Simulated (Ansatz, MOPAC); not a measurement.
Species: C4H10Se2 (charge 0, singlet). SMILES: C([Se]C)([Se]C)C
Geometry from a B3LYP-D3(BJ)/def2-TZVP (Ansatz, a quantum-chemistry and plane-wave program) optimisation:
```xyz
16

C      2.1557    -0.4430    -1.2707
Se     1.5430     0.8705     0.0490
C     -0.3905     0.6778    -0.2701
C     -1.1269     1.8477     0.3560
Se    -0.9821    -1.0728     0.4372
C     -2.7013    -1.1728    -0.5125
H      1.9152    -0.1033    -2.2755
H      1.6896    -1.4034    -1.0667
H      3.2348    -0.5200    -1.1572
H     -0.5369     0.6498    -1.3488
H     -2.2035     1.7450     0.2107
H     -0.9391     1.8981     1.4290
H     -0.8097     2.7890    -0.0990
H     -3.3758    -0.3893    -0.1759
H     -3.1305    -2.1443    -0.2757
H     -2.5391    -1.1022    -1.5862
```
Charge 0, spin multiplicity 1.

Quantity: size of the dipole moment, in D. Terms: LANL2DZ with its own core potentials from Na on; non-relativistic; 6-31G* and kin with 6d, 5d where marked; dispersion terms only where a functional's name holds one; spin-orbit terms left out. First-principles rows: single points at B3LYP-D3(BJ) geometries (Ansatz). Semi-empirical rows: dipoles at the shared geometry.

| level | program | size of the dipole moment (D) |
|---|---|---|
| AM1 | MOPAC | 1.73 |
| MNDO | MOPAC | 1.20 |
| SVWN5/6-31G* | Ansatz | 2.52 |
| SVWN5/6-31G* with LANL2DZ past Ar | Ansatz | 2.37 |
| PBE/STO-3G | Ansatz | 2.13 |
| PBE/3-21G | Ansatz | 2.06 |
| B3LYP/6-31G* | Ansatz | 2.40 |
| B3LYP/6-31G* with LANL2DZ past Ar | Ansatz | 2.32 |

No value to compare with is used here. The 8 habitual levels span 1.20 (MNDO) to 2.52 D (SVWN5/6-31G*).

The levels are drawn from those run, B3LYP/6-31G* more often than the rest, none by its result; left out are runs that failed, that the program found above a lower state of the same kind, or whose <S^2> lies over 0.5 above the pure value.
